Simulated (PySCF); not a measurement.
# How methods differ on the excitation energy of Bi

Bi [Xe] 4f14 5d10 6s2 6p3 (4S) → Bi [Xe] 4f14 5d10 6s1 6p4 (4P), as a difference of total energies. Calculation: PySCF 2.14, in aug-cc-pVTZ-PP with ECP60MDF (6s5p4d2f, 55 functions); scalar relativity through the core potential. Correlated levels: valence: 5s2 5p6 5d10 frozen. The calculations carry no spin-orbit coupling.

```tsv
method	excitation energy (cm⁻¹)
UHF	74710
LDA	81316
PBE	79829
PBE0	79128
r2SCAN	78810
MN15	81973
TPSS	79102
r2SCANh	78660
PW91	79984
MP2 (valence)	74154
SCS-MP2 (valence)	73965
```

Spin-orbit coupling is strong in these open shells (close to jj coupling). The scalar numbers leave it out and a first-order estimate fails, so it can dominate the gap to the real levels.

The upper state lies above the first ionisation limit, where it may autoionise and the basis confines it.
